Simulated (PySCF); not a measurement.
Working out the ionisation energy of Sn

Sn [Kr] 4d10 5s2 5p2 (3P) → Sn⁺ [Kr] 4d10 5s2 5p1 (2P). Calculation: PySCF 2.14, in aug-cc-pwCVTZ-DK3 with one added diffuse shell each of s, p, d, f type (11s10p8d5f1g, 125 functions); the spin-free X2C one-electron Hamiltonian (Gaussian nucleus). Frozen: [Ar] 3d10. Energies in hartree (1 hartree = 27.21139 eV):

```json
{"part": "UHF", "Sn (lower)": "-6173.539039", "Sn⁺ (upper)": "-6173.287386"}
{"part": "MP2 opposite-spin", "Sn (lower)": "-0.480762", "Sn⁺ (upper)": "-0.473464"}
{"part": "MP2 same-spin", "Sn (lower)": "-0.251298", "Sn⁺ (upper)": "-0.242904"}
```

Question: What does Hartree-Fock give?

Answer: (-6173.287386) − (-6173.539039) = 0.251653 hartree = 6.848 eV.

Question: What do MP2 and SCS-MP2 (6/5 opposite-spin, 1/3 same-spin) give?

Answer: The opposite-spin parts differ by 0.199 eV and the same-spin parts by 0.228 eV. MP2: 6.848 + (0.199) + (0.228) = 7.275 eV. SCS-MP2: 6.848 + 1.2 × (0.199) + (0.228)/3 = 7.163 eV.

Measured between the centres of the two terms (NIST): 7.389 eV, so MP2 (valence and next inner shell) is off by -0.114 eV.

What remains against the reference includes basis incompleteness, the frozen core and correlation beyond second order.
